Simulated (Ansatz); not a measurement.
BaCl2, singlet, geometry from GFN2-xTB of the parent state (such geometries of metal compounds can be far from the true shape) (core potentials on Ba); R2SCAN/def2-SV(P) in Ansatz (a quantum-chemistry and plane-wave program).

Input for Ansatz:
Ansatz 0.2 input:
```yaml
crystal:
  periodic: [false, false, false]
  atoms:
    - {symbol: Ba, position_ang: [0.44788765, 0.54476620, 0.61738623]}
    - {symbol: Cl, position_ang: [0.18854736, -0.67339810, -1.88635475]}
    - {symbol: Cl, position_ang: [-1.66394199, -1.12112585, -0.14738811]}
basis:
  gaussian:
    orbitals: def2-SV_P_.json
hamiltonian:
  xc: r2scan
```
The basis file holds def2-SV(P) in the JSON format of the Basis Set Exchange.

It wrote (shortened):

```
Functional definition: r2SCAN
653 factors; their error is unknown
mean field evaluation 1: about -25728.7020 eV, gradient 3.0e1 eV
mean field evaluation 2: about -25591.5808 eV, gradient 2.1e2 eV
mean field evaluation 4: about -25731.9896 eV, gradient 3.2e0 eV
mean field evaluation 8: about -25732.0315 eV, gradient 1.9e-2 eV
mean field evaluation 16: about -25731.9917 eV, gradient 1.5e-5 eV
mean field evaluation 32: about -25731.9917 eV, gradient 5.6e-6 eV
mean field -25731.99172034 eV, -945.6332539519 hartree, gradient 5.6e-6 eV, S^2 0.000000; 3 other end points of the search recorded, 0 dependent functions left out
reference -25731.99174133 eV, -945.6332547233 hartree; 22, 22 occupied and 44, 44 virtual orbitals, 653 factors
Total energy: -25731.99174133 eV, -945.6332547233 hartree
```
